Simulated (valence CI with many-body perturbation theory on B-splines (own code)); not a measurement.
# Assign the levels of Co¹³⁺

Computed by relativistic CI+MBPT: four valence electrons over a frozen Dirac-Fock core [Ne], a basis of 11 s, 11 p, 9 d, 7 f, 5 g, 2 h, 1 i functions for each j, with the one-electron correlation potential Σ1, the two-electron term Σ2, the three-electron term Σ3, Breit, model QED; selected CI, second order for the rest (own B-spline code, finite nucleus).

No measured levels were compared; by estimate levels of excited configurations hold to 0.05 to 0.15 % of their energy, terms of the ground configuration to about 0.5 %.

```tsv
No.	J	Parity	E (cm⁻¹)	g
2	1	even	11843	1.500
3	2	even	22686	1.441
4	2	even	55027	1.058
6	2	odd	233980	1.994
7	1	odd	310850	0.544
8	2	odd	311060	1.190
9	3	odd	314900	1.333
11	1	odd	357020	1.461
12	2	odd	357890	1.447
14	1	odd	446670	1.759
15	2	odd	461250	0.671
16	3	odd	469550	1.084
18	4	odd	482070	1.250
```

Energies count from the lowest level. Strongly mixed levels and levels close to another of their J and parity, and those with J = 0 are left out, so the numbers can have gaps.

Give configuration and LS term of each level.

2: 3s²3p² ³P; 3: 3s²3p² ³P; 4: 3s²3p² ¹D; 6: 3s3p³ ⁵S°; 7: 3s3p³ ³D°; 8: 3s3p³ ³D°; 9: 3s3p³ ³D°; 11: 3s3p³ ³P°; 12: 3s3p³ ³P°; 14: 3s3p³ ³S°; 15: 3s²3p3d ³F°; 16: 3s²3p3d ³F°; 18: 3s²3p3d ³F°.
